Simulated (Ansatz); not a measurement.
Steps of a relaxation of `O[Si@@H](F)N[Si@@H](O)F` with RKS PBE0-D4/def2-TZVP.

```sh
$ ansatz run in.yaml --threads 2 --pin off --events-out ev --progress --plain --max-ram 32768MiB --backend cuda --devices 0, --max-vram 18GiB
```

```yaml
crystal:
  periodic: [false, false, false]
  atoms:
    - {symbol: O, position_ang: [1.381320, 2.277520, 0.543840]}
    - {symbol: Si, position_ang: [1.177070, 0.808240, -0.079840]}
    - {symbol: F, position_ang: [1.616780, -0.301520, 1.013630]}
    - {symbol: N, position_ang: [-0.472120, 0.437000, -0.387280]}
    - {symbol: Si, position_ang: [-1.211240, -1.127750, -0.459210]}
    - {symbol: O, position_ang: [-0.767670, -2.039750, 0.785270]}
    - {symbol: F, position_ang: [-2.782160, -0.845660, -0.305220]}
    - {symbol: H, position_ang: [0.939140, 2.560040, 1.341330]}
    - {symbol: H, position_ang: [2.115260, 0.723260, -1.172230]}
    - {symbol: H, position_ang: [-1.005150, 1.171640, -0.821140]}
    - {symbol: H, position_ang: [-1.028230, -1.814450, -1.720890]}
    - {symbol: H, position_ang: [0.036990, -1.848570, 1.261740]}
basis:
  gaussian: {orbitals: def2-TZVP}
hamiltonian: {xc: pbe0, dispersion: d4}
relax: {f_tol: 0.005, max_steps: 150}
```

Positions (Å) and forces (eV/Å) along the path, 11 of 16 steps:

```xyz
12
step=1 energy=-26850.7608 eV
O     1.381    2.278    0.544    0.175    0.481   -0.099
Si    1.177    0.808   -0.080   -0.586   -0.458    0.898
F     1.617   -0.302    1.014   -0.083    0.063   -0.340
N    -0.472    0.437   -0.387    0.627   -0.453   -0.058
Si   -1.211   -1.128   -0.459   -0.784    0.989    0.484
O    -0.768   -2.040    0.785    0.101   -0.444    0.130
F    -2.782   -0.846   -0.305    0.331   -0.126   -0.212
H     0.939    2.560    1.341   -0.141   -0.025    0.107
H     2.115    0.723   -1.172    0.286   -0.075   -0.485
H    -1.005    1.172   -0.821   -0.165    0.185   -0.125
H    -1.028   -1.814   -1.721    0.038   -0.254   -0.433
H     0.037   -1.849    1.262    0.201    0.117    0.134
12
step=2 energy=-26850.8059 eV
O     1.376    2.280    0.561    0.114    0.300   -0.034
Si    1.180    0.806   -0.068   -0.246   -0.342    0.417
F     1.620   -0.324    1.000   -0.057    0.096   -0.230
N    -0.458    0.433   -0.403    0.278   -0.230   -0.032
Si   -1.220   -1.118   -0.448   -0.454    0.520    0.148
O    -0.756   -2.037    0.791    0.133   -0.267    0.112
F    -2.789   -0.843   -0.305    0.251   -0.052   -0.111
H     0.915    2.558    1.351   -0.083   -0.056    0.017
H     2.117    0.723   -1.187    0.085   -0.002   -0.139
H    -0.991    1.173   -0.838   -0.040    0.040   -0.039
H    -1.042   -1.820   -1.723   -0.013   -0.094   -0.129
H     0.048   -1.831    1.270    0.033    0.085    0.020
12
step=3 energy=-26850.8290 eV
O     1.362    2.279    0.583    0.016    0.081    0.059
Si    1.191    0.798   -0.054    0.014   -0.053   -0.018
F     1.632   -0.350    0.982   -0.005    0.040   -0.028
N    -0.430    0.418   -0.430   -0.039   -0.038    0.010
Si   -1.234   -1.107   -0.438    0.012   -0.019   -0.041
O    -0.735   -2.036    0.790    0.061   -0.064    0.000
F    -2.790   -0.818   -0.286    0.009    0.046    0.013
H     0.855    2.546    1.353   -0.004   -0.071   -0.075
H     2.134    0.739   -1.183   -0.007    0.029    0.056
H    -0.958    1.164   -0.866    0.035   -0.024   -0.001
H    -1.092   -1.831   -1.718   -0.034    0.018    0.053
H     0.065   -1.802    1.267   -0.057    0.053   -0.030
12
step=4 energy=-26850.8395 eV
O     1.343    2.274    0.596    0.060    0.042   -0.002
Si    1.201    0.793   -0.049   -0.016   -0.001   -0.060
F     1.625   -0.353    0.992    0.039    0.004    0.017
N    -0.410    0.406   -0.456   -0.010   -0.022   -0.007
Si   -1.237   -1.105   -0.437    0.059   -0.034   -0.009
O    -0.706   -2.048    0.768    0.045   -0.046   -0.050
F    -2.778   -0.786   -0.222   -0.103    0.054   -0.001
H     0.798    2.531    1.342   -0.040   -0.029    0.001
H     2.170    0.752   -1.158   -0.015    0.013    0.061
H    -0.925    1.151   -0.910    0.024   -0.037    0.001
H    -1.160   -1.832   -1.720   -0.031    0.015    0.041
H     0.078   -1.783    1.255   -0.012    0.042    0.008
12
step=7 energy=-26850.8641 eV
O     1.279    2.298    0.610   -0.059    0.026    0.066
Si    1.230    0.798   -0.010    0.036   -0.165    0.019
F     1.613   -0.309    1.088   -0.040    0.082    0.006
N    -0.336    0.363   -0.535   -0.004   -0.030   -0.027
Si   -1.250   -1.092   -0.432    0.067    0.034    0.037
O    -0.554   -2.138    0.584   -0.295   -0.239   -0.290
F    -2.715   -0.693    0.052   -0.002    0.027    0.021
H     0.617    2.546    1.261    0.049   -0.008   -0.051
H     2.281    0.762   -1.037    0.001    0.026   -0.008
H    -0.784    1.073   -1.101   -0.035    0.061   -0.004
H    -1.446   -1.757   -1.728   -0.005   -0.016   -0.024
H     0.064   -1.850    1.247    0.287    0.202    0.256
12
step=9 energy=-26850.8764 eV
O     1.253    2.308    0.580   -0.020   -0.018   -0.011
Si    1.226    0.781    0.020    0.010    0.039    0.022
F     1.532   -0.269    1.195   -0.005   -0.012   -0.018
N    -0.314    0.345   -0.573    0.002    0.035   -0.041
Si   -1.254   -1.088   -0.433   -0.009   -0.002    0.014
O    -0.500   -2.175    0.500    0.039   -0.017    0.042
F    -2.667   -0.659    0.175    0.045   -0.040   -0.006
H     0.559    2.586    1.182    0.020   -0.001   -0.010
H     2.337    0.699   -0.941   -0.021   -0.012    0.024
H    -0.760    1.072   -1.121    0.018   -0.014    0.014
H    -1.564   -1.718   -1.728   -0.002    0.023    0.034
H     0.152   -1.881    1.143   -0.076    0.018   -0.063
12
step=10 energy=-26850.8786 eV
O     1.249    2.316    0.565   -0.013   -0.025   -0.013
Si    1.220    0.780    0.033    0.042    0.006    0.024
F     1.494   -0.254    1.232   -0.014    0.012   -0.026
N    -0.310    0.344   -0.586   -0.007    0.024   -0.006
Si   -1.251   -1.087   -0.434   -0.029   -0.024   -0.004
O    -0.468   -2.190    0.458   -0.047    0.004   -0.048
F    -2.643   -0.670    0.227    0.038   -0.025    0.004
H     0.553    2.609    1.157    0.013    0.001   -0.006
H     2.350    0.663   -0.901   -0.019    0.008    0.018
H    -0.753    1.072   -1.134    0.008   -0.012    0.001
H    -1.607   -1.694   -1.728    0.015    0.013    0.028
H     0.167   -1.888    1.112    0.014    0.016    0.028
12
step=11 energy=-26850.8794 eV
O     1.250    2.320    0.553   -0.009    0.001    0.000
Si    1.216    0.779    0.040    0.021   -0.004    0.015
F     1.472   -0.243    1.253   -0.007    0.005   -0.016
N    -0.312    0.345   -0.587   -0.002    0.007    0.002
Si   -1.250   -1.087   -0.435   -0.018   -0.009   -0.014
O    -0.453   -2.199    0.432   -0.020    0.014   -0.022
F    -2.631   -0.683    0.257    0.022   -0.013   -0.002
H     0.555    2.625    1.140    0.007    0.002   -0.004
H     2.355    0.646   -0.880   -0.012   -0.001    0.005
H    -0.749    1.072   -1.140    0.002   -0.004   -0.003
H    -1.621   -1.678   -1.731    0.001    0.008    0.013
H     0.169   -1.896    1.098    0.014   -0.006    0.027
12
step=12 energy=-26850.8797 eV
O     1.255    2.328    0.543    0.001   -0.012   -0.002
Si    1.213    0.781    0.048   -0.005   -0.015    0.005
F     1.453   -0.233    1.270    0.001    0.016   -0.006
N    -0.315    0.350   -0.584   -0.006   -0.004   -0.001
Si   -1.248   -1.088   -0.437   -0.010    0.001    0.016
O    -0.438   -2.209    0.408    0.015    0.044    0.012
F    -2.620   -0.700    0.279    0.011   -0.002   -0.004
H     0.563    2.644    1.128    0.002   -0.001   -0.002
H     2.352    0.628   -0.868    0.005    0.007    0.005
H    -0.747    1.072   -1.147   -0.002   -0.002    0.000
H    -1.633   -1.662   -1.735    0.007   -0.003   -0.001
H     0.165   -1.910    1.095   -0.018   -0.028   -0.022
12
step=15 energy=-26850.8799 eV
O     1.256    2.331    0.535   -0.001    0.002    0.000
Si    1.210    0.780    0.052    0.006   -0.001   -0.001
F     1.443   -0.224    1.283   -0.003    0.000   -0.001
N    -0.316    0.352   -0.584    0.001    0.001    0.001
Si   -1.247   -1.086   -0.437   -0.003   -0.003    0.000
O    -0.430   -2.212    0.392    0.000    0.002    0.001
F    -2.614   -0.705    0.293    0.001    0.000    0.001
H     0.564    2.654    1.115   -0.001    0.001    0.001
H     2.355    0.619   -0.856   -0.001   -0.001   -0.001
H    -0.747    1.074   -1.147    0.001    0.000    0.000
H    -1.639   -1.653   -1.736    0.001   -0.001    0.000
H     0.166   -1.928    1.090   -0.002    0.000   -0.002
12
step=16 energy=-26850.8799 eV
O     1.256    2.331    0.535    0.002    0.000   -0.001
Si    1.211    0.780    0.052   -0.003    0.000    0.000
F     1.442   -0.224    1.283    0.002    0.000    0.000
N    -0.316    0.352   -0.584   -0.001    0.000   -0.001
Si   -1.247   -1.086   -0.437    0.001    0.001    0.000
O    -0.430   -2.212    0.392    0.002   -0.002    0.002
F    -2.614   -0.705    0.293    0.000    0.000   -0.001
H     0.563    2.654    1.115    0.000   -0.001    0.000
H     2.355    0.618   -0.856    0.001    0.001    0.001
H    -0.747    1.074   -1.147    0.000    0.000    0.000
H    -1.639   -1.654   -1.736   -0.001    0.001    0.000
H     0.166   -1.928    1.090   -0.001    0.000   -0.001
```

It took 46 s on 2 threads of an AMD EPYC 7R13 on a shared host and a share of an NVIDIA H100 80 GB, with 0.91 GiB of host memory at the peak.
